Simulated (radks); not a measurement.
Values are calculated unless marked as measured or tabulated.
Question: These are the eigenvalues of the occupied orbitals of an atom or ion with whole-number occupations (eV). Level of theory: Dirac Kohn-Sham, PBE, spin-unpolarised, spherical densities, finite nucleus; Fermi nuclear charge, rms radius of each element as measured or else 0.836 A^(1/3) + 0.57 fm (a radial shooting solver on a logarithmic mesh with Libxc functionals).

1s1/2: -11715.51
2s1/2: -1485.966
2p1/2: -1327.571
2p3/2: -1291.009
3s1/2: -190.1022
3p1/2: -136.8915
3p3/2: -131.8689
3d3/2: -40.9389
3d5/2: -40.2105
4s1/2: -14.4117
4p1/2: -5.3185
4p3/2: -5.0473

Which element is it, and in what charge state? The configuration may be excited. Open shells, if any, fill j = l - 1/2 first.

Answer: Z = 33, arsenic, charge 0: As in [Ar] 3d10 4s2 4p3. The list shows which subshells hold electrons but not how many an open one holds; the 1s level, -430.54 hartree, gives Z - s = 29.3 by -(Z - s)^2/2, which with screening and relativity narrows Z to a few neighbours, and the depths of the outer levels then fix element, charge and occupations together.
